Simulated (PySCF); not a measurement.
F3GeH3Si, SMILES [Si](F)([GeH3])(F)F. Geometry optimised at ωB97X-D3(BJ)/def2-SVP. This is a generated structure with no PubChem entry under its InChIKey; it may be hypothetical.

Computed equilibrium geometry at ωB97X-D3(BJ)/def2-SVP (PySCF confirms it by a frequency run) as a Z-matrix, and its point group:
point group C3.
```
Si
F 1 1.6106
F 1 1.6106 2 107.06
F 1 1.6106 2 107.06 3 -114.53
Ge 1 2.3433 2 111.79 3 122.73
H 5 1.5319 1 108.99 2 -61.02
H 5 1.5319 6 109.94 1 119.41
H 5 1.5319 6 109.94 7 121.18
```
Charge 0, spin multiplicity 1.
